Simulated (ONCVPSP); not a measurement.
## V: one change to an ONCV potential, before and after

```json
{
  "Element": "vanadium",
  "Generator": "ONCVPSP 4.0.1",
  "Type": "optimised norm-conserving Vanderbilt (ONCV)",
  "Functional": "PBE",
  "Relativity": "scalar-relativistic",
  "Frozen core": "[Ne]",
  "Valence charge": "13",
  "Reference configuration": "3s2 3p6 3d3 4s1.5 4p0.5",
  "Partial waves": "3s+4s: rc 1.65 bohr, ncon 3, nbas 6, qcut 5.7 1/bohr, 2 projectors; 3p+4p: rc 1.80 bohr, ncon 3, nbas 8, qcut 7.5 1/bohr, 2 projectors; 3d: rc 1.65 bohr, ncon 3, nbas 7, qcut 9.9 1/bohr, local",
  "Local potential": "the d channel",
  "Core correction": "none"
}
```

All-electron outer shells of the reference configuration (PBE, scalar-relativistic, ld1.x):

| shell | level (eV) | outermost node (bohr) | outermost maximum (bohr) |
| --- | --- | --- | --- |
| 2s | -603.34 | 0.09 | 0.26 |
| 2p | -503.87 | – | 0.21 |
| 3s | -70.97 | 0.38 | 0.82 |
| 3p | -44.77 | 0.35 | 0.84 |
| 3d | -5.85 | – | 0.90 |
| 4s | -5.14 | 1.17 | 2.72 |
| 4p | -1.79 | 1.30 | 3.59 |

Change: s: qcut 4.7.

Cutoffs: the cutoffs (Ha) at which the residual kinetic energy of the hardest occupied pseudo-wave falls to 1 and 0.1 mHa per electron; they do not see the model core or the augmentation charge, which bear on the density cutoff. Errors are all-electron minus pseudo energies relative to the spin-unpolarised reference configuration.

Problem. Predict the effect on cutoff, ghosts and configuration errors.

Solution. The potential gets neither clearly harder nor softer (35 Ha and 40 Ha → 35 Ha and 40 Ha); the bound ghost in s disappears; the errors of the 4 common tests hardly move.

```tsv
quantity	base	changed
cutoff, loose	35 Ha	35 Ha
cutoff, tight	40 Ha	40 Ha
loose cutoff by channel	s 8.5 Ha, p 19 Ha, d 35 Ha	s 8.6 Ha, p 19 Ha, d 35 Ha
bound ghosts	s	none
GHOST(+) flags under 300 eV	none	none
error for 3s2 3p6 3d3 4s2 4p0, meV [ΔE -1.65 eV]	+0.1	+0.1
error for 3s2 3p6 3d3 4s1 4p0, meV [ΔE 6.08 eV]	-0.3	-0.2
error for 3s2 3p6 3d3 4s0 4p0, meV [ΔE 20.38 eV]	-1.1	-1.0
error for 3s2 3p6 3d3.5 4s1.5 4p0, meV [ΔE -1.60 eV]	-1.5	-1.5
s: phases at 1.68 bohr within 0.05 rad from the reference energy up to (Ha; the scan ends near 5)	to the end of the scan	to the end of the scan
p: phases at 1.83 bohr within 0.05 rad from the reference energy up to (Ha; the scan ends near 5)	to the end of the scan	to the end of the scan
d: phases at 1.68 bohr within 0.05 rad from the reference energy up to (Ha; the scan ends near 5)	0.9	0.9
```

 A true bound ghost makes a file unfit for plane-wave use even where its test errors are small: the radial tests pick states by their node count and pass the ghost by.
